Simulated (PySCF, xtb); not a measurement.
2-pyridin-2-yl-1,3-thiazole (C8H6N2S), SMILES c1ccc(-c2nccs2)nc1.

GFN2-xTB (xtb 6.7.1) at its own geometry gives an orbital gap of 2.26 eV and a dipole moment of 2.28 D.

Geometry optimised at PBE0-D3(BJ)/def2-SVP. Other conformers were not sampled.

### Question
What does r2SCAN/def2-SVP (PySCF) give? (Estimate from the structure and the level; the computed values follow.)

### Answer
gap 3.56 eV (levels -5.99 and -2.42 eV), dipole 2.67 D.
